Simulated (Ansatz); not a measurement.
One step, two centres

Four-centre ligand exchange, with the central atom changed down its group and all else kept; in the first member these bonds form or tighten: Br–H, F–Si; these break or loosen: Br–Si, F–H.

Gas-phase electronic energies, without zero-point energy, by CCSD(T) at an estimated basis limit (MP2 extrapolated from triple and quadruple zeta, plus CCSD(T) − MP2 in triple zeta); Ansatz 0.2.0, def2-TZVPP and QZVPP, frozen cores, core potentials past krypton, on PBE0-D4/def2-TZVP structures. Extrapolation: Hartree–Fock as exp(−7.88 √X), correlation as X^−2.97. All energies, in kJ/mol, count from the separated reactants, without counterpoise correction; the start and end structures are the complexes reached by relaxing down from the saddle, and deeper ones may exist. Brackets give SMILES, or, where every atom is bracketed, only which atoms are joined. Steps whose reference was doubtful or whose search ended elsewhere are left out.

| reactants | products | start structure | saddle | end structure | saddle by PBE-D4/TZ |
| --- | --- | --- | --- | --- | --- |
| SiH₃Br ([SiH3][Br]) + HF | SiH₃F ([F][SiH3]) + HBr | -14.5 | 111.3 | -44.0 | 76.7 |
| SnH₃Br ([Br][SnH3]) + HF | SnH₃F ([F][SnH3]) + HBr | -20.7 | ? | 34.2 | 46.1 |

Problem. What is the height of the saddle for SnH₃Br ([Br][SnH3]) + HF? (An estimate is asked for; the value comes from the calculation.)

Solution. By the calculation: 77.0 kJ/mol relative to the separated reactants, the lower of the two; above its start structure the barrier is 77.0 − (-20.7) ≈ 97.7 kJ/mol.

The saddle falls down the group: the larger centre, with longer and weaker bonds, takes on an extra partner at less cost.

Problem. How do the PBE-D4 saddles lie against the coupled-cluster estimate?

Solution. Both lower, by 30.9 to 34.7 kJ/mol.

No T1 diagnostic of these runs exceeds 0.012. The filled d shells of Br, Sn are correlated in sets not built for that, so values that involve them are less sure.

For scale, one of the runs: CCSD(T)/def2-TZVPP, 185 basis functions (an equivalent command: `ansatz run in.yaml --threads 4`). Hardware: 4 CPU threads, shared host. Wall time 72 s; peak host memory 2.3 GiB.
